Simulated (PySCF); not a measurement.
Assignment exercise: C5H10FPSi

Mapped SMILES: `[CH2:1]=[CH:2][C@@H:3]1[CH2:4][Si@@H:5]([PH2:6])[C@H:7]1[F:8]`. Hydrogens are named by the atom that carries them. Ha(C4) is cis to C2 on the ring; Ha(C1) is cis to C3; Hb(C4) is trans to C2 on the ring; Hb(C1) is trans to C3.

- geometry: GFN2-xTB
- NMR shieldings at PBE0/pcSseg-1/GIAO
- program: PySCF
- no solvent model, a single conformation, fast rotation and ring inversion assumed for equivalent nuclei, non-relativistic

Referencing at the same level of theory: 13C, 1H vs TMS.

(1) Assign these signals to the numbered atoms. 13C{1H} NMR (computed): δ 151.7 (CH), 118.9 (CH2), 96.3 (CH), 52.8 (CH), 15.3 (CH2).

(2) Assign these signals to the numbered atoms. 1H NMR (400 MHz, computed): δ 6.05 (m, 1H), 5.48 (m, 1H), 5.33 (m, 1H), 5.20 (m, 1H), 4.89 (m, 1H), 3.29 (m, 1H), 1.63 (m, 1H), 1.50 (m, 2H), 0.87 (m, 1H).

Results:

(1) 
| δ (ppm) | atoms | environment | reason |
| --- | --- | --- | --- |
| 151.7 | C2 | alkene CH | the olefinic region |
| 118.9 | C1 | terminal =CH2 carbon | the olefinic region |
| 96.3 | C7 | sp3 CH bonded to F and Si | pulled downfield by the heteroatom |
| 52.8 | C3 | allylic sp3 CH | aliphatic region, no heteroatom directly attached |
| 15.3 | C4 | sp3 CH2 bonded to Si | – |

(2) 
| δ (ppm) | atoms | environment | reason |
| --- | --- | --- | --- |
| 6.05 | H(C2) | hydrogen on an alkene CH | olefinic region |
| 5.48 | H(Si5) | hydrogen on a silicon bonded to 2 C, P, in a 4-membered ring | – |
| 5.33 | Ha(C1) | hydrogen on a terminal =CH2 carbon | olefinic region |
| 5.20 | Hb(C1) | hydrogen on a terminal =CH2 carbon | – |
| 4.89 | H(C7) | hydrogen on an sp3 CH bonded to F and Si | its carbon carries F, hence the downfield position |
| 3.29 | H(C3) | hydrogen on an allylic sp3 CH | – |
| 1.63 | Hb(C4) | hydrogen on an sp3 CH2 bonded to Si | – |
| 1.50 | H(P6) | hydrogen on a phosphorus bonded to Si | – |
| 0.87 | Ha(C4) | hydrogen on an sp3 CH2 bonded to Si | an electropositive neighbour shields it, as in TMS itself |

Splittings by 19F and 31P in the carbon and heteronuclear signals aren't shown, as no couplings were computed. Shifts are as computed. Against solution values, carbons near 30 ppm lie about +3 ppm off and those near 130 ppm about +5 ppm. Of 1309 compounds with measured shifts, 239 miss one by over three times the rms of a fit or turn the order of signals round; such compounds aren't used in these exercises. No couplings were computed; multiplicities are counted from neighbouring protons, with m where these are inequivalent, close in shift, in a saturated or five-membered ring or joined by F or P, and br s for small geminal =CH2 splittings.
